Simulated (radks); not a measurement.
Q: Species: Tc+. Configuration: [Kr] 4d5 5s1. Calculated with a radial shooting solver on a logarithmic mesh with Libxc functionals: Dirac Kohn-Sham, PBEsol, spin-unpolarised, spherical densities, point nucleus; open shells fill j = l - 1/2 first.

Spin-orbit splittings of the eigenvalues, e(l+1/2) - e(l-1/2), with zeta = 2 splitting/(2l+1) and mean radii in bohr:

| shell | occ. | splitting (eV) | zeta (eV) | <r> j=l-1/2 | <r> j=l+1/2 |
|---|---|---|---|---|---|
| 2p | 6 | 118.1 | 78.76 | 0.1271 | 0.1318 |
| 3p | 6 | 19.76 | 13.17 | 0.4093 | 0.4199 |
| 3d | 10 | 3.800 | 1.520 | 0.3971 | 0.4006 |
| 4p | 6 | 2.956 | 1.971 | 1.152 | 1.183 |
| 4d | 5 | ? | ? | 1.664 | 1.682 |

Estimate the 4d splitting.

A: 0.2949 eV (zeta = 0.1180 eV).
